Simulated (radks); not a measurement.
Initial-state core-level shifts of neutral thallium when its valence configuration changes from [Hg] 6p1. Calculated with a radial shooting solver on a logarithmic mesh with Libxc functionals: non-relativistic Kohn-Sham, BLYP, spin-polarised, spherical densities, point nucleus; open shells are filled with parallel spins first (spin-orbit coupling, left out, can overturn this in heavy ions); relativity is left out, which matters for an element this heavy. Shifts are changes of the shell-averaged eigenvalues in eV (positive: less bound); the change of the density at the nucleus, which sets a Mossbauer isomer shift, is in e/bohr^3, on a base of 3.818e+05.

| valence | 2p | 3p | 4s | 5s | density at nucleus |
|---|---|---|---|---|---|
| [Xe] 4f14 5d10 6s1 6p2 | -1.129 | -1.141 | -1.147 | -1.149 | -19.30 |
| [Xe] 4f14 5d9.5 6s2 6p1.5 | -3.083 | -3.049 | -3.016 | -2.774 | +5.35 |
| [Xe] 4f13 5d10 6s2 6p2 | -22.008 | -24.143 | -19.798 | -8.988 | +38.16 |
| [Xe] 4f14 5d9 6s2 6p2 | -6.160 | -6.085 | -6.013 | -5.497 | +10.73 |
| [Xe] 4f13.5 5d10 6s2 6p1.5 | -10.899 | -11.961 | -9.844 | -4.489 | +18.87 |
| [Xe] 4f12 5d10 6s2 6p3 | -44.866 | -49.177 | -40.040 | -18.034 | +77.95 |
| [Xe] 4f14 5d8.5 6s2 6p2.5 | -9.245 | -9.123 | -9.006 | -8.182 | +16.17 |
| [Xe] 4f14 5d9 6p4 | -8.575 | -8.523 | -8.456 | -7.911 | -36.33 |
| [Xe] 4f13 5d10 6p4 | -24.438 | -26.598 | -22.258 | -11.421 | -9.79 |
